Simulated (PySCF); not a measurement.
**Correlation energy of Cl³⁺ (chlorine, charge +3)**

[Ne] 3s2 3p2, high-spin 3P determinant. Computed with PySCF 2.14 in aug-cc-pwCVQZ (10s9p7d5f3g, 134 functions), with no relativity, point nucleus. Frozen: [Ne]; 4 electrons correlated.

MP2 pair energies summed by pair of shells (mhartree):

```csv
pair,energy,share (%)
3s-3p,-50.31,63.6
3s-3s,-20.71,26.2
3p-3p,-8.03,10.2
```

Total MP2 correlation energy: -79.05 mhartree.

Same-spin part -12.68 and opposite-spin part -66.36 mhartree; SCS-MP2 scales them by 1/3 and 6/5 to -83.86 mhartree.
